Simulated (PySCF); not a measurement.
EPR parameters of C8H9O

C8H9O (doublet state).
Geometry (GFN2-xTB, Å), atoms numbered from 1 in this order:
```xyz
18
C8H9O angstrom
C      0.7269    1.4732    0.1014
C      2.0142    1.0794   -0.0720
C      2.3921   -0.2751   -0.0661
C      1.4135   -1.2812   -0.0416
C      0.1132   -0.9254    0.1315
O     -0.9588   -1.7341   -0.0639
C     -2.1389   -0.9368   -0.0654
C     -1.6849    0.5154   -0.2510
C     -0.3193    0.4729    0.4548
H      0.4378    2.5115    0.0659
H      2.7771    1.8237   -0.2504
H      3.4290   -0.5431   -0.1841
H      1.6766   -2.3114   -0.2232
H     -2.7860   -1.3012   -0.8657
H     -2.6537   -1.0666    0.8957
H     -2.3824    1.2249    0.1868
H     -1.5517    0.7444   -1.3094
H     -0.5133    0.5358    1.5450
```

The hyperfine couplings belong to this conformer and change with its torsions.

The species is `[CH]1C=CC=C2OCC[C@H]12` [radical].

Computed, not measured: PySCF, UKS B3LYP, pcH-1 on C H O, non-relativistic, mean-field spin-orbit, GIAO. Isolated species at its GFN2-xTB geometry (one conformer only). Couplings are sensitive to structure, and on GFN2-xTB geometries they can be far from those on DFT ones. No stability test was run, so a lower SCF solution isn't excluded. ⟨S²⟩ is 0.780 where a pure state has 0.75.

```
g1, g2, g3        : 2.00212, 2.00305, 2.00375
g_iso             : 2.00297
Form of g         : rhombic: the two nearest values differ by 43 % of g3 − g1
⟨S²⟩              : 0.7797 (exact 0.7500)
α and β electrons : 33, 32
Total energy      : -385.45399 Eh
Basis functions   : 315
```

Hyperfine couplings atom by atom, in MHz; T1 to T3 are the principal values of the dipolar part:

| atom | isotope | a_iso | T1 | T2 | T3 | Mulliken spin population |
| --- | --- | --- | --- | --- | --- | --- |
| C1 | 13C | 40.4 | -33.4 | -31.2 | 64.6 | 0.43 |
| C2 | 13C | -34.6 | -21.7 | 9.2 | 12.5 | -0.20 |
| C3 | 13C | 45.5 | -41.9 | -39.5 | 81.4 | 0.53 |
| C4 | 13C | -32.6 | -17.8 | 7.6 | 10.3 | -0.17 |
| C5 | 13C | 39.1 | -30.9 | -29.5 | 60.4 | 0.35 |
| O6 | 17O | -11.5 | -31.3 | 15.1 | 16.1 | 0.06 |
| C7 | 13C | -2.8 | -0.7 | -0.2 | 0.9 | 0.00 |
| C8 | 13C | 36.2 | -3.4 | -2.8 | 6.2 | 0.02 |
| C9 | 13C | -29.8 | -0.7 | 0.0 | 0.7 | -0.07 |
| H10 | 1H | -27.1 | -16.0 | -0.8 | 16.9 | -0.02 |
| H11 | 1H | 9.5 | -3.9 | -0.9 | 4.8 | 0.01 |
| H12 | 1H | -34.5 | -20.5 | -0.1 | 20.6 | -0.02 |
| H13 | 1H | 10.1 | -4.0 | 0.2 | 3.8 | 0.01 |
| H14 | 1H | 1.2 | -1.8 | -0.9 | 2.7 | 0.00 |
| H15 | 1H | 10.9 | -1.9 | -1.1 | 3.0 | 0.00 |
| H16 | 1H | -2.5 | -2.3 | -1.5 | 3.8 | 0.00 |
| H17 | 1H | -3.2 | -2.5 | -1.8 | 4.2 | 0.00 |
| H18 | 1H | 157.2 | -2.8 | 0.0 | 2.8 | 0.07 |

The largest Mulliken spin populations are on C3 (+0.53), C1 (+0.43), C5 (+0.35) and C2 (-0.20). Three atoms exceed +0.15. The angles at C3 add up to 359.7°, so it is planar.

The SMILES `[CH]1C=CC=C2OCC[C@H]12` draws the unpaired electron on C1, whose computed spin population is only +0.43.

Under fast tumbling the dipolar parts average out, and these isotropic splittings remain (the largest six): 1 × 1H (H18, I = 1/2, 2 lines) with 5.61 mT, 1 × 1H (H12, I = 1/2, 2 lines) with 1.23 mT, 1 × 1H (H10, I = 1/2, 2 lines) with 0.97 mT, 1 × 1H (H15, I = 1/2, 2 lines) with 0.39 mT, 1 × 1H (H13, I = 1/2, 2 lines) with 0.36 mT and 1 × 1H (H11, I = 1/2, 2 lines) with 0.34 mT.

The 17O coupling of O6 (-11.5 MHz) shows only in satellite lines or after enrichment, since that isotope makes up about 0.038 % of natural oxygen.

The 13C coupling of C3 (45.5 MHz) shows only in satellite lines or after enrichment, since that isotope makes up about 1.07 % of natural carbon.
